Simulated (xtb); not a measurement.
xtb input:

```bash
xtb mol.xyz --gfn 2 --ohess tight --chrg -1 --uhf 0
```
mol.xyz:
```
17

C      2.76208736    -0.19520351    -0.12945477
C      1.47266910     0.29861951    -0.85712696
C      0.60240761     1.14714645     0.08317351
C     -0.54789370     0.78623529     0.59119290
C     -1.29281682    -0.54216531     0.49249633
C     -2.51257346    -0.40634787    -0.40839412
H      2.52497121    -0.76143104     0.72257493
H      3.38783500    -0.78251009    -0.78609895
H      3.36429473     0.69266774     0.25441148
H      0.96052095    -0.57452337    -1.25059946
H      0.97295532     2.08361927     0.25020139
H     -1.06254411     1.55809978     1.22396901
H     -1.55928822    -0.85351793     1.47409072
H     -0.60846177    -1.32126007     0.06505820
H     -3.25080665     0.32607737    -0.00166544
H     -2.29420120    -0.13732686    -1.39309800
H     -3.00889533    -1.33278976    -0.42543599
```

Task: What final total energy does it print?

Result: -18.55514 Eh (GFN2-xTB).

It need not be the lowest isomer of its formula. Whether it binds its extra electron was not tested at this geometry.
